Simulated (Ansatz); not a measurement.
**Abstraction of H: SiH2(SiH3)Cl + C3H5Te → SiH2(SiH2)Cl + C3H6Te**

Species: SiH2(SiH3)Cl, singlet; C3H5Te `C=CC[Te]`, doublet; SiH2(SiH2)Cl, doublet; C3H6Te `C=CC[TeH]`, singlet. A radical takes H: the energy is the difference in strength between the Si–H bond broken and the Te–H bond made.

Shapes, held fixed at every level: PBE0-D4/def2-TZVP. Flexible molecules stand in one conformer, not always the lowest. Programs: Ansatz 0.2.0. The zero-point and thermal change to 298 K, harmonic and unscaled (PBE0-D4/def2-TZVP), is -4.6 kJ/mol.

| level | kind | ΔH(298 K) (kJ/mol) | less CCSD(T)/def2-TZVPP |
| --- | --- | --- | --- |
| HF/def2-SVP | Hartree–Fock | +98.8 | +20.2 |
| HF/def2-TZVPP | Hartree–Fock | +98.4 | +19.8 |
| B3LYP-D4/def2-TZVPP | global hybrid | +78.6 | 0.0 |
| BHLYP-D4/def2-TZVPP | global hybrid | +87.2 | +8.6 |
| PBE0-D4/def2-TZVPP | global hybrid | +71.7 | -6.9 |
| CCSD(T)/def2-SVP | coupled cluster or CI | +84.0 | +5.4 |
| CCSD/def2-SVP | coupled cluster or CI | +85.7 | +7.1 |
| CCSD(T)/def2-TZVPP | coupled cluster or CI | +78.6 | 0.0 |

The highest level, CCSD(T)/def2-TZVPP, gives ΔH(298 K) = +78.6 kJ/mol; the levels span +71.7 to +98.8. The column of differences is taken from that level and isn't an error. No measured value is set beside it here. Open shells run unrestricted. For atoms past krypton def2 sets carry core potentials with scalar relativity. Outer-core shells of Te are correlated, in sets that cover them unevenly.
